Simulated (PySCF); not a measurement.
An unknown is described by computed data only.

Formula: C4H10OSSi.

| Property | Result |
| --- | --- |
| UV, strongest line | among the 8 lowest singlet transitions: S7 at 7.50 eV (165 nm, f = 0.115) [TDDFT CAM-B3LYP/def2-SVPD] |
| 1H NMR | chemical shifts (computed TMS as zero) by class: 3.96 (3 H), 3.10 (1 H), 3.03 (1 H), 2.27 (1 H), 1.85 (1 H), 1.52 (3 H) ppm [GIAO PBE0/pcSseg-1] |
| Polarisability | 98.3 au [CAM-B3LYP/def2-SVPD] |
| Triplet | lowest triplet excitation (Tamm–Dancoff): 3.88 eV [TDA CAM-B3LYP/def2-SVPD] |
| Rotational structure | rotational constants A, B, C: 2.784, 0.975, 0.909 GHz [GFN2-xTB] |
| 13C NMR | chemical shifts (computed TMS as zero) by class: 209.3 (1 C), 46.3 (1 C), 29.9 (1 C), 22.1 (1 C) ppm [GIAO PBE0/pcSseg-1] |
| NMR, other nuclei | isotropic shieldings of nuclei other than C and H, by class: -266 (1 O), 417 (1 Si), 509 (1 S) ppm [GIAO PBE0/pcSseg-1] |
| Dipole | 2.14 D [CAM-B3LYP/def2-SVPD] |

Electronic properties: PySCF, gas phase, density fitting. Levels stand in brackets. The structure is a single GFN2-xTB conformer in the gas phase; no vibrational or solvent corrections. NMR classes are plain means over equivalent atoms (diastereotopic ones count apart unless rotation or inversion swaps them), as if these changed places fast.

Problem. Propose a structure and show how it fits.

Solution. Numbering: `[CH3:1][C@H:2]([SH:3])[C:4](=[O:5])[CH2:6][SiH3:7]`. Its formula, C4H10OSSi, gives 1 degree of unsaturation: 0 rings and 1 π bond in the structure found. 4 carbons fall into 4 classes; from least to most shielded: ketone carbonyl carbon [C4] (209.3 ppm), sp3 carbon bound to sulfur [C2] (46.3 ppm), sp3 carbon bound to silicon [C6] (29.9 ppm), methyl carbon [C1] (22.1 ppm). Hydrogen classes from least to most shielded: 3 H on an SiH3 silicon, Si7 (3.96 ppm), 1 H on an sp3 carbon bound to sulfur, C2 (3.10 ppm), 1 H on an sp3 carbon bound to silicon, C6 (3.03 ppm), 1 H on an sp3 carbon bound to silicon, C6 (2.27 ppm), 1 H on a thiol sulfur, S3 (1.85 ppm), 3 H on a methyl carbon, C1 (1.52 ppm, a mean of values up to 0.7 ppm apart in this geometry). The other shieldings belong to: -266 ppm, ketone oxygen [O5]; 417 ppm, SiH3 silicon [Si7]; 509 ppm, thiol sulfur [S3]. The optimised geometry has point group C1 and is an asymmetric top. Structure: `[SiH3]CC([C@@H](S)C)=O`. Computed isomers that give other values at the same levels: `C=C[Si@@H](S)OCC` (13C chemical shifts (computed TMS as zero) by class: 146.2 (1 C), 146.1 (1 C), 61.1 (1 C), 20.3 (1 C) ppm); `CSCO[C@@H]1C[SiH2]1` (13C chemical shifts (computed TMS as zero) by class: 79.6 (1 C), 53.5 (1 C), 16.2 (1 C), 1.9 (1 C) ppm); `CC[Si]1(O)CSC1` (13C chemical shifts (computed TMS as zero) by class: 32.5 (2 C), 14.0 (1 C), 6.6 (1 C) ppm). The assignments are read from this structure; whether some other isomer fits the data as well wasn't checked. The mirror image fits equally.

Shape of the structure used: `[CH3:1][C@H:2]([SH:3])[C:4](=[O:5])[CH2:6][SiH3:7]`: C1–C2–C4–O5 25°, C2–C4–C6–Si7 91°, H–S3–C2–C1 -63°.
